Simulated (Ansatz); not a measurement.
Born–Oppenheimer molecular dynamics of ClH3OSn (6 atoms, charge 0, multiplicity 1). It starts at the highest image of a converged band. Of that band: Neighbouring images differ by up to 1.8 eV, so the band resolves the path poorly. A vibrational analysis at the climbing image gives one clearly imaginary mode, 1016i cm⁻¹: a first-order saddle point.

Method: RKS BLYP/def2-SVP (Ansatz 0.2.0).

```json
{"ensemble": "NVE (velocity Verlet)", "time step": "0.5 fs", "steps asked": "200", "starting velocities drawn for": "100 K", "seed": "6574"}
```

First frame:

```xyz
6
Properties=species:S:1:pos:R:3
Sn 0.261 0.109 -0.350
O 0.799 0.223 1.771
H 0.683 -0.665 2.180
H 1.809 -0.114 0.495
H -0.824 1.460 -0.636
Cl -1.154 -1.841 -0.533
```

Question: How far do the bonds stretch over the last three quarters of this one trajectory? (Pairs bonded in most of those frames.)

Answer: 
```tsv
bond	mean (Å)	spread (Å)	shortest	longest
Sn1–O2	2.052	0.111	1.90	2.22
Sn1–H4	1.798	0.085	1.66	1.96
Sn1–H5	1.759	0.038	1.68	1.83
Sn1–Cl6	2.403	0.015	2.38	2.43
O2–H3	0.984	0.005	0.97	1.00
```

Mean temperature of the second half: 1533 K. The conserved energy stayed within 0.14 meV per atom of its start (net change -0.029 meV per atom), so the integration is sound. The kinetic energy rose, since the run started high on the potential surface and went downhill. A run of 0.1 ps of so small a system gives no equilibrium averages. The orbitals stay closed-shell, which can raise the energy where a bond breaks towards radicals; this wasn't checked here.

Time of the run: 6.3 min on 1 thread of Arm Neoverse V2, on a shared host, peak memory 0.11 GiB.
